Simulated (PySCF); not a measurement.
BMe2(OiPr), C5H13BO.
SMILES: `CB(C)OC(C)C`

The closed-shell ground state was solved at several levels (PySCF, density fitting, gas phase, non-relativistic). One conformer (not necessarily the lowest) at the PBE0-D3(BJ)/def2-SVP geometry, without solvent, vibrations or thermal averaging.

| level | basis functions | total energy (Eh) | HOMO (eV) | LUMO (eV) | gap (eV) | dipole (D) |
| --- | --- | --- | --- | --- | --- | --- |
| B3LYP/pcJ-1 | 319 | -298.5361 | -7.77 | 0.50 | 8.27 | 1.50 |
| PBE0/pcSseg-1 | 184 | -298.1032 | -7.99 | 0.74 | 8.73 | 1.50 |
| B3LYP/def2-SVPD | 247 | -298.3142 | -7.78 | 0.11 | 7.89 | 1.42 |

**Question.** Estimate the row for B3LYP/pcSseg-1, a basis of 184 functions; the other rows only guide the guess.

**Answer.** Total energy -298.4857 Eh, HOMO -7.76 eV, LUMO 0.51 eV, gap 8.27 eV, dipole 1.50 D.

**Question.** Over all these levels, which gives the widest orbital gap and which the narrowest?

**Answer.** PBE0/pcSseg-1 (global hybrid, 25 % exact exchange) has the widest, 8.73 eV, and B3LYP/def2-SVPD (global hybrid, 20 % exact exchange) the narrowest, 7.89 eV. Functional and basis both differ between the two, so the spread mixes both effects.

**Question.** How much does the basis alone move the frontier levels among the 3 B3LYP rows (the withheld one included)?

**Answer.** The HOMO by 0.02 eV and the LUMO by 0.40 eV. By rising basis size (HOMO, LUMO in eV): pcSseg-1 -7.76, 0.51; def2-SVPD -7.78, 0.11; pcJ-1 -7.77, 0.50.

**Question.** How far do the dipole and the HOMO energy spread over the levels?

**Answer.** The dipole runs from 1.42 to 1.50 D (mean 1.48 D) and the HOMO from -7.99 to -7.76 eV.
